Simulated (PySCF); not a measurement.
Isomers of C5H8F3P.

All values: PBE0/pcSseg-1 (PySCF) at GFN2-xTB geometries, gas phase, one conformer each.

Problem. Rank by LUMO energy, lowest first.
A. `[CH2:1]=[CH:2][CH2:3][P:4]([CH3:5])[C:6]([F:7])([F:8])[F:9]` with C1–C2–C3–P4 112°, C2–C3–P4–C5 -77°
B. `[CH3:1]/[CH:2]=[P:3]/[CH2:4][CH2:5][C:6]([F:7])([F:8])[F:9]` with C2–P3–C4–C5 -72°, P3–C4–C5–C6 -60°
C. `[F:1][C:2]([F:3])([F:4])[CH2:5][PH:6][CH:7]1[CH2:8][CH2:9]1` with C2–C5–P6–C7 -169°, C5–P6–C7–C8 -92°
D. `[CH2:1]=[CH:2][PH:3][CH2:4][CH2:5][C:6]([F:7])([F:8])[F:9]` with C1–C2–P3–C4 -121°, C2–P3–C4–C5 172°, P3–C4–C5–C6 176°
E. `[CH3:1][CH:2]([CH3:3])/[CH:4]=[P:5]\[C:6]([F:7])([F:8])[F:9]` with C1–C2–C4–P5 -103°
F. `[CH2:1]=[CH:2][P:3]([CH2:4][CH3:5])[C:6]([F:7])([F:8])[F:9]` with C1–C2–P3–C4 137°, C2–P3–C4–C5 -75°

Solution. E (-2.07 eV), B (-1.42 eV), F (-0.79 eV), D (-0.42 eV), A (-0.20 eV), C (0.56 eV).

Problem. Rank by the highest IAO charge on any atom, lowest value first.
A. `[CH3:1][CH2:2][P:3]([CH3:4])[C:5]([F:6])=[C:7]([F:8])[F:9]` with C1–C2–P3–C4 -176°, C2–P3–C5–F6 -4°
B. `[CH2:1]=[CH:2][PH:3][CH2:4][CH2:5][C:6]([F:7])([F:8])[F:9]` with C1–C2–P3–C4 -121°, C2–P3–C4–C5 172°, P3–C4–C5–C6 176°
C. `[CH3:1][CH:2]([CH3:3])/[CH:4]=[P:5]\[C:6]([F:7])([F:8])[F:9]` with C1–C2–C4–P5 -103°

Solution. A (+0.510 e), C (+0.623 e), B (+0.811 e).

Problem. Rank by the lowest IAO charge on any atom, lowest value first.
A. `[F:1][C:2]([F:3])([F:4])[CH2:5][PH:6][CH:7]1[CH2:8][CH2:9]1` with C2–C5–P6–C7 -169°, C5–P6–C7–C8 -92°
B. `[CH2:1]=[CH:2][P:3]([CH2:4][CH3:5])[C:6]([F:7])([F:8])[F:9]` with C1–C2–P3–C4 137°, C2–P3–C4–C5 -75°
C. `[CH3:1][CH2:2][P:3]([CH3:4])[C:5]([F:6])=[C:7]([F:8])[F:9]` with C1–C2–P3–C4 -176°, C2–P3–C5–F6 -4°
D. `[CH3:1][CH:2]([CH3:3])/[CH:4]=[P:5]\[C:6]([F:7])([F:8])[F:9]` with C1–C2–C4–P5 -103°

Solution. C (-0.608 e), A (-0.485 e), B (-0.434 e), D (-0.414 e).

All values together:

```json
{"SMILES": "CCCPC(F)=C(F)F", "μ (D)": "2.13", "HOMO (eV)": "-6.90", "LUMO (eV)": "-0.11", "lowest IAO charge (e)": "-0.430 (C)", "highest IAO charge (e)": "+0.501 (C)", "lowest Hirshfeld charge (e)": "-0.116 (C)", "highest Hirshfeld charge (e)": "+0.141 (C)"}
{"SMILES": "CP(C1CC1)C(F)(F)F", "μ (D)": "2.63", "HOMO (eV)": "-7.54", "LUMO (eV)": "0.49", "lowest IAO charge (e)": "-0.616 (C)", "highest IAO charge (e)": "+0.623 (C)", "lowest Hirshfeld charge (e)": "-0.168 (C)", "highest Hirshfeld charge (e)": "+0.207 (C)"}
{"SMILES": "C=CCP(C)C(F)(F)F", "μ (D)": "2.42", "HOMO (eV)": "-7.47", "LUMO (eV)": "-0.20", "lowest IAO charge (e)": "-0.617 (C)", "highest IAO charge (e)": "+0.623 (C)", "lowest Hirshfeld charge (e)": "-0.170 (C)", "highest Hirshfeld charge (e)": "+0.209 (C)"}
{"SMILES": "C/C=P/CCC(F)(F)F", "μ (D)": "3.07", "HOMO (eV)": "-7.04", "LUMO (eV)": "-1.42", "lowest IAO charge (e)": "-0.442 (C)", "highest IAO charge (e)": "+0.805 (C)", "lowest Hirshfeld charge (e)": "-0.121 (C)", "highest Hirshfeld charge (e)": "+0.259 (C)"}
{"SMILES": "CC1CP(C(F)(F)F)C1", "μ (D)": "2.79", "HOMO (eV)": "-7.29", "LUMO (eV)": "0.17", "lowest IAO charge (e)": "-0.443 (C)", "highest IAO charge (e)": "+0.623 (C)", "lowest Hirshfeld charge (e)": "-0.118 (C)", "highest Hirshfeld charge (e)": "+0.207 (C)"}
{"SMILES": "C=CPCCC(F)(F)F", "μ (D)": "2.10", "HOMO (eV)": "-7.02", "LUMO (eV)": "-0.42", "lowest IAO charge (e)": "-0.431 (C)", "highest IAO charge (e)": "+0.811 (C)", "lowest Hirshfeld charge (e)": "-0.116 (C)", "highest Hirshfeld charge (e)": "+0.262 (C)"}
{"SMILES": "CC(C)/C=P\\C(F)(F)F", "μ (D)": "2.77", "HOMO (eV)": "-7.80", "LUMO (eV)": "-2.07", "lowest IAO charge (e)": "-0.414 (C)", "highest IAO charge (e)": "+0.623 (C)", "lowest Hirshfeld charge (e)": "-0.114 (C)", "highest Hirshfeld charge (e)": "+0.205 (C)"}
{"SMILES": "CCP(C)C(F)=C(F)F", "μ (D)": "2.00", "HOMO (eV)": "-6.84", "LUMO (eV)": "0.00", "lowest IAO charge (e)": "-0.608 (C)", "highest IAO charge (e)": "+0.510 (P)", "lowest Hirshfeld charge (e)": "-0.169 (C)", "highest Hirshfeld charge (e)": "+0.153 (P)"}
{"SMILES": "FC(F)(F)CPC1CC1", "μ (D)": "3.30", "HOMO (eV)": "-7.48", "LUMO (eV)": "0.56", "lowest IAO charge (e)": "-0.485 (C)", "highest IAO charge (e)": "+0.809 (C)", "lowest Hirshfeld charge (e)": "-0.141 (C)", "highest Hirshfeld charge (e)": "+0.254 (C)"}
{"SMILES": "C=CP(CC)C(F)(F)F", "μ (D)": "2.73", "HOMO (eV)": "-7.62", "LUMO (eV)": "-0.79", "lowest IAO charge (e)": "-0.434 (C)", "highest IAO charge (e)": "+0.625 (C)", "lowest Hirshfeld charge (e)": "-0.119 (C)", "highest Hirshfeld charge (e)": "+0.207 (C)"}
{"SMILES": "C=C(C)P(C)C(F)(F)F", "μ (D)": "2.22", "HOMO (eV)": "-7.19", "LUMO (eV)": "-0.35", "lowest IAO charge (e)": "-0.615 (C)", "highest IAO charge (e)": "+0.621 (C)", "lowest Hirshfeld charge (e)": "-0.167 (C)", "highest Hirshfeld charge (e)": "+0.211 (C)"}
```

Conformers: `[CH3:1][CH2:2][CH2:3][PH:4][C:5]([F:6])=[C:7]([F:8])[F:9]` with C1–C2–C3–P4 179°, C2–C3–P4–C5 53°, C3–P4–C5–F6 -110°; `[CH3:1][P:2]([CH:3]1[CH2:4][CH2:5]1)[C:6]([F:7])([F:8])[F:9]` with C1–P2–C3–C4 -106°; `[CH2:1]=[CH:2][CH2:3][P:4]([CH3:5])[C:6]([F:7])([F:8])[F:9]` with C1–C2–C3–P4 112°, C2–C3–P4–C5 -77°; `[CH3:1]/[CH:2]=[P:3]/[CH2:4][CH2:5][C:6]([F:7])([F:8])[F:9]` with C2–P3–C4–C5 -72°, P3–C4–C5–C6 -60°; `[CH3:1][CH:2]1[CH2:3][P:4]([C:5]([F:6])([F:7])[F:8])[CH2:9]1` with C1–C2–C3–P4 130°, C2–C3–P4–C5 87°, C3–P4–C9–C2 8°, C1–C2–C9–P4 -130°; `[CH2:1]=[CH:2][PH:3][CH2:4][CH2:5][C:6]([F:7])([F:8])[F:9]` with C1–C2–P3–C4 -121°, C2–P3–C4–C5 172°, P3–C4–C5–C6 176°; `[CH3:1][CH:2]([CH3:3])/[CH:4]=[P:5]\[C:6]([F:7])([F:8])[F:9]` with C1–C2–C4–P5 -103°; `[CH3:1][CH2:2][P:3]([CH3:4])[C:5]([F:6])=[C:7]([F:8])[F:9]` with C1–C2–P3–C4 -176°, C2–P3–C5–F6 -4°; `[F:1][C:2]([F:3])([F:4])[CH2:5][PH:6][CH:7]1[CH2:8][CH2:9]1` with C2–C5–P6–C7 -169°, C5–P6–C7–C8 -92°; `[CH2:1]=[CH:2][P:3]([CH2:4][CH3:5])[C:6]([F:7])([F:8])[F:9]` with C1–C2–P3–C4 137°, C2–P3–C4–C5 -75°; `[CH2:1]=[C:2]([CH3:3])[P:4]([CH3:5])[C:6]([F:7])([F:8])[F:9]` with C1–C2–P4–C5 30°.
